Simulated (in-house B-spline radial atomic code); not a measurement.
The numbers below are computed, except where a source is named.
# Making a Troullier-Martins d channel for I, r_c = 0.78 bohr

I, [Kr] 4d10 5s2 5p5, non-relativistic PBE, spherical and spin-unpolarised, from an all-electron radial atomic-structure program (B-spline basis) (atomic units). The all-electron 4d level is ε = -1.936006 hartree, its outermost node lies just inside 0.36 bohr and its outer maximum at 0.78 bohr.

Inside r_c the pseudo-orbital is u(r) = r^3 exp(p(r)), with p = c0 + c2 r² + c4 r⁴ + … + c12 r¹². The seven coefficients follow from p and its first four derivatives at r_c, from zero curvature of the screened potential at the origin, c4 = −c2²/(2l + 5), and from the norm inside r_c. At r_c the all-electron orbital has P = 1.151881, P' = -0.03840973, the screened potential V = -10.34549, V' = 29.81421, V'' = -111.4304, and the norm inside is Q = 0.3794686.

Question: What are p, p' and p'' at r_c?

Answer: p = ln(P/r_c^3) = ln(1.151881/0.474552) = 0.88678. p' = P'/P − 3/r_c = -0.03335 − 3.84615 = -3.87950. The radial equation gives p'' = 2(V − ε) − 2(3) p'/r_c − p'² = -16.81897 − (-29.84230) − 15.05051 = -2.02718. Differentiating, p''' = 2V' + 2(3)p'/r_c² − 2(3)p''/r_c − 2p'p'' = 21.234, and p'''' = 2V'' − 4(3)p'/r_c³ + 4(3)p''/r_c² − 2(3)p'''/r_c − 2p''² − 2p'p''' = -171.55.

For a trial c2 the five matching conditions are linear in c0, c6, c8, c10 and c12, and c2 is varied until the norm inside r_c equals Q. The root nearest zero gives:

```
 n        c_n
 0   2.851195
 2  -4.210688
 4  -1.969988
 6   22.97873
 8  -52.61264
10   52.12309
12  -19.41386
```

Question: Check c4 and p(r_c), and find the screened pseudopotential at the origin.

Answer: −c2²/9 = -1.96999, as listed. The terms c_n r_c^n are 2.85120, -2.56178, -0.72919, 5.17480, -7.20853, 4.34486, -0.98457, which sum to 0.88678. Inverting the radial equation, V_l(r) = ε + 3 p'/r + (p'' + p'²)/2, so V_l(0) = ε + (2l + 3) c2 = -1.936006 + 7 × (-4.21069) = -31.4108 hartree, finite where the all-electron potential diverges.

Orbitals and screened potentials:

| r (bohr) | P | u | V all-electron | V pseudo |
| --- | --- | --- | --- | --- |
| 0.078 | -0.2566 | 0.008005 | -483.8 | -31.38 |
| 0.195 | -0.6228 | 0.1092 | -132.4 | -30.42 |
| 0.312 | -0.2205 | 0.3483 | -61.47 | -26.57 |
| 0.429 | 0.391 | 0.6465 | -34.7 | -20.37 |
| 0.546 | 0.8513 | 0.9119 | -21.86 | -15.31 |
| 0.663 | 1.09 | 1.094 | -14.75 | -13.09 |
| 0.78 | 1.152 | 1.152 | -10.35 | -10.35 |

Logarithmic derivatives P'/P at R = 1.08 bohr, for energies E around ε:

```
E − ε (hartree)  all-electron     pseudo
           -0.5     -0.463855  -0.464737
          -0.25     -0.809622  -0.809932
           -0.1      -1.03941   -1.03953
              0      -1.20343   -1.20351
            0.1      -1.37715   -1.37728
           0.25      -1.65817   -1.65862
            0.5      -2.19182   -2.19373
```

Question: With P(R) = 0.9241384 and a norm of 0.7204105 inside R, what slope in energy does norm conservation fix?

Answer: d(P'/P)/dE = −2 × (norm inside R)/P(R)² = -1.6871 per hartree·bohr at E = ε, for both atoms, since orbital and norm agree at R. Differences over ±0.1 hartree give -1.6887 (all-electron) and -1.6887 (pseudo), which also hold third-order terms. Half a hartree below ε the two curves differ by -0.0009.
